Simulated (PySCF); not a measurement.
# Telling isomers of C5H5F3O3 apart by NMR

[PySCF 2.14: geometry: GFN2-xTB; NMR shieldings at PBE0/pcSseg-1/GIAO; non-relativistic; equivalent nuclei averaged; one computed conformer; no solvent]

δ = σ(ref) − σ, references computed at the same level: $^{1}$H (31.72 ppm), $^{13}$C (186.93 ppm) against TMS. Splittings of carbon signals by F and P are missing where no couplings were computed. Where no couplings were computed, multiplicities follow the n + 1 count of equivalent neighbours, and m marks all less simple cases (inequivalent or close neighbours, rings, F or P nearby). Shifts are as computed. Against solution values, carbons near 30 ppm lie about +3 ppm off and those near 130 ppm about +5 ppm. Of 1211 compounds with measured shifts, 218 miss one by over three times the rms of a fit or turn the order of signals round; such compounds aren't used in these exercises.

(1) Tabulate the signals of `O=C1OCC[C@H](C(F)(F)F)O1`, `C=C(OC(C)=O)OC(F)(F)F` and their relative energies.

(2) What is the quickest way to tell O=C1OCC[C@H](C(F)(F)F)O1 from C=C(OC(C)=O)OC(F)(F)F?

Answers

(1) 
```tsv
SMILES	carbon types	δC	δH	E rel. (kcal/mol)
O=C1OCC[C@H](C(F)(F)F)O1	2×C 1×CH 2×CH2	147.6, 131.5, 79.1, 67.9, 25.2	4.66 (m, 1H), 4.65 (m, 1H), 4.47 (m, 1H), 2.15 (m, 1H), 1.89 (m, 1H)	0.0
C=C(OC(C)=O)OC(F)(F)F	3×C 1×CH2 1×CH3	171.7, 159.1, 128.6, 85.4, 24.0	5.91 (br s, 1H), 4.75 (br s, 1H), 2.33 (s, 3H)	18.0
```

Energies are electronic energies at PBE0/pcSseg-1 on these geometries, without zero-point or thermal terms, each for the one conformer computed, which needn't be the lowest.

(2) Both give the same number of carbon signals, but DEPT or the intensities differ. The first has an sp3 CH bonded to O at 79.1 ppm, the second a methyl carbon α to a carbonyl (CH3) at 24.0 ppm. Their most deshielded carbons lie at 147.6 and 171.7 ppm. In the proton spectra the most deshielded non-exchanging signals are 4.66 (m, 1H) and 5.91 (br s, 1H).
